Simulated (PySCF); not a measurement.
C3H4FGaO.
Bonds: C1–C2 (triple), C2–Ga3, Ga3–F4, Ga3–O5, O5–C6. Hydrogens: H7 on C1; H8, H9, H10 on C6.

Method used: PBE0-D3(BJ)/def2-SVP geometry optimisation, gas phase (PySCF 2.14.0).

What internal coordinates does the optimisation give?

| bond | length (pm) |
| --- | --- |
| C1≡C2 | 121.7 |
| C2–Ga3 | 188.3 |
| Ga3–F4 | 175.1 |
| Ga3–O5 | 176.0 |
| O5–C6 | 140.3 |
| C1–H7 | 107.6 |
| C6–H8, C6–H9, C6–H10 | 110.4 |

Bonds in one row agree within 1 pm and their mean is given. A selection of angles:
| angle | degrees |
| --- | --- |
| C2–C1–H7 | 179.9 |
| C1–C2–Ga3 | 179.3 |
| C2–Ga3–F4 | 121.0 |
| C2–Ga3–O5 | 124.3 |
| F4–Ga3–O5 | 114.7 |
| Ga3–O5–C6 | 124.8 |
| O5–C6–H8 | 113.3 |
| O5–C6–H9 | 109.9 |
| H8–C6–H9 | 108.0 |

Torsions: C2–Ga3–O5–C6 -179° (antiperiplanar).

Of the pairs four or more bonds apart, F4···H8 is among the closest relative to their van der Waals radii: 2.76 Å, 103 % of the sum of Bondi's values. The 6 heavy atoms lie in one plane (0.005 Å rms). Ga3 (gallium bonded to C, F and O) is planar (angles 124.3°, 121.0° and 114.7°, sum 360.0°, 0.00 Å off the plane of its three neighbours).

Point group: Cs (tolerance 0.08 Å). Stationary, but not proved a minimum. The numbers are those of one conformer.
